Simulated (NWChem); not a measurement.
Species: SiI2F2; SMILES [Si](I)(I)(F)F

```xyz
5

F      0.0000     1.2871    -1.8478
Si     0.0000     0.0000    -0.8884
F      0.0000    -1.2871    -1.8478
I      2.0160     0.0000     0.4239
I     -2.0160     0.0000     0.4239
```
Atoms are numbered in this order, from 1.

Level: PBE0/def2-SVP with def2 effective core potentials on I (NWChem), optimised geometry, unscaled harmonic frequencies. def2 effective core potentials on I; no spin-orbit coupling.

Task: List the harmonic frequencies with IR intensities, and the thermochemistry.

Result: 
| frequency (cm⁻¹) | IR intensity (km/mol) |
|---|---|
| 84 | 0.0 |
| 163 | 0.0 |
| 199 | 3.0 |
| 215 | 11.1 |
| 225 | 1.8 |
| 368 | 36.0 |
| 491 | 311.5 |
| 888 | 175.7 |
| 978 | 110.2 |

zero-point energy: 5.2 kcal/mol
thermal correction to the enthalpy at 298.15 K (with zero-point energy): 9.8 kcal/mol
heat capacity Cv: 19.0 cal/(mol K)
entropy at 298.15 K and 1 atm (symmetry number 2): 87.3 cal/(mol K)

Rigid rotor and harmonic oscillator; modes under 100 cm⁻¹ make the entropy uncertain.
